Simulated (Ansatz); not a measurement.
Cost and result for the atomization energy of `[SiH3][Si]1(P)CC1` (14 atoms, 14 bonds).

```xyz
14

Si   -0.456   -0.045    2.245
Si   -0.143   -0.282   -0.040
P    -1.123   -2.039   -1.042
C     0.339    1.229   -1.015
C     1.498    0.267   -0.729
H     0.344    1.125    2.699
H    -1.887    0.196    2.574
H    -0.006   -1.257    2.980
H    -0.721   -1.612   -2.336
H    -2.401   -1.425   -1.140
H     0.012    1.301   -2.047
H     0.371    2.192   -0.514
H     2.269    0.618   -0.052
H     1.904   -0.267   -1.584
```

Charge 0, multiplicity 1. The structure was optimised at the PBE0-D4/def2-TZVP level. It is one conformer, not always the lowest. Program: Ansatz. All runs use 4 threads of an Intel Xeon 6975P-C on a shared host. Times are those of one run each, without the atoms' runs, and a repeat can differ threefold. Electronic energies, without spin–orbit coupling; frozen cores. CCSD(T)/CBS adds CCSD(T) − MP2 in def2-TZVPP to the MP2 limit, and its time is that of the two runs behind it. T1 = 0.013. B3LYP takes the VWN-RPA correlation (the form of Gaussian; ORCA's B3LYP/G). HSE06 is the plane-wave form, built on full-range PBE exchange.

CCSD(T)/CBS is a level of theory with its own doubt, some kJ/mol a heavy atom from the limit and from the frozen cores, so smaller differences don't rank the functionals.

| level | functions | wall time | atomization (kJ/mol) | difference from CCSD(T)/CBS | per bond |
| --- | --- | --- | --- | --- | --- |
| revPBE-D4/def2-TZVPP | 314 | 1.7 s | 4626.8 | -27.8 | -2.0 |
| PBE-D4/def2-TZVPP (with forces) | 314 | 2 s | 4708.5 | 53.9 | 3.8 |
| CCSD(T)/def2-SVP | 127 | 2.8 s | 4355.7 | -298.9 | -21.4 |
| HSE06-D4/def2-TZVPP | 314 | 3 s | 4671.0 | 16.4 | 1.2 |
| CAM-B3LYP-D4/def2-TZVPP | 314 | 3.3 s | 4670.5 | 15.9 | 1.1 |
| r2SCAN-D4/def2-TZVPP (with forces) | 314 | 3.4 s | 4676.8 | 22.2 | 1.6 |
| r2SCANh-D4/def2-TZVPP | 314 | 4 s | 4659.3 | 4.7 | 0.3 |
| B3LYP-D4/def2-TZVPP (with forces) | 314 | 4.4 s | 4665.6 | 11.0 | 0.8 |
| B2PLYP/def2-TZVPP | 314 | 5 s | 4591.9 | -62.7 | -4.5 |
| PBE-QIDH/def2-TZVPP | 314 | 5 s | 4628.2 | -26.4 | -1.9 |
| MP2/def2-QZVPP | 594 | 21 s | 4605.7 | -48.9 | -3.5 |
| CCSD(T)/def2-TZVPP | 314 | 3 min | 4532.7 | -121.9 | -8.7 |
| CCSD(T)/CBS(def2) | – | 3.3 min | 4654.6 | 0.0 | 0.0 |

At CCSD(T), def2-SVP lies −298.9 kJ/mol from the extrapolated value and def2-TZVPP −121.9 kJ/mol: correlation converges slowly with the basis, and small sets miss more of it in the bonded molecule than in its fragments. From BLYP to BHLYP (50 % exact exchange), in def2-TZVPP and without D4, the atomization energy moves by −19.7 kJ/mol: exact exchange takes away binding that semilocal exchange gives to molecules. The D4 term adds +58.1 kJ/mol with B3LYP and +31.1 kJ/mol with PBE0; it sums over pairs of atoms, weighted by their polarisabilities, and B3LYP, whose exchange is more repulsive, gets the larger term.
